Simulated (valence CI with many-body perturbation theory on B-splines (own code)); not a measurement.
**Os XXXVIII in brief**

Computed by configuration interaction combined with many-body perturbation theory (CI+MBPT): three valence electrons over a frozen Dirac-Fock core [Kr], a basis of 7 s, 7 p, 8 d, 6 f, 4 g, 1 h functions for each j, with the one-electron correlation potential Σ1 (screened to all orders), the two-electron term Σ2, the three-electron term Σ3, Breit, model QED; selected single and double excitations, second order for the rest, scaled by the run's own slope (own B-spline code, finite nucleus).

No measured spectrum was set against this ion. As an estimate, large intervals hold to a few tenths of a per cent, small ones and those within an open d or f shell to about a per cent. The list stops below the first excitations out of the core.

Levels are named by their leading jj configuration (3d3/2^4 stands for four electrons in 3d with j = 3/2), which in mixed levels can hold well under half, so a name can repeat and another be missing.

Rates and lifetimes use the calculated energies. Strong lines usually hold to 10 to 20 %, long lifetimes can be off by a factor of two.

Question: What is the ground level?

Answer: (4d3/2^3) J=3/2, composition 48 % 4d3 4F + 37 % 4d3 2D + 10 % 4d3 2P, g = 0.698.

Question: How well does LS coupling describe the low levels?

Answer: Among the lowest 19 levels the leading LS term, summed over configurations, holds 57 % on average. For single configurations the figures are 57 % in LS and 97 % in jj coupling. Terms mix most in the J = 3/2 level at 163420 cm⁻¹, where the leading one holds 39 %.

Question: Name the longest-lived excited levels whose lifetime is computed, and their main decay.

Answer: (4d3/2^2 4d5/2) J=9/2 at 178720 cm⁻¹ lives 8.81 s, mostly by M1 to (4d3/2^2 4d5/2) J=7/2.

Question: What is the ionisation energy?

Answer: 1662.2 eV; NIST lists 1660 ± 4 eV (theoretical).
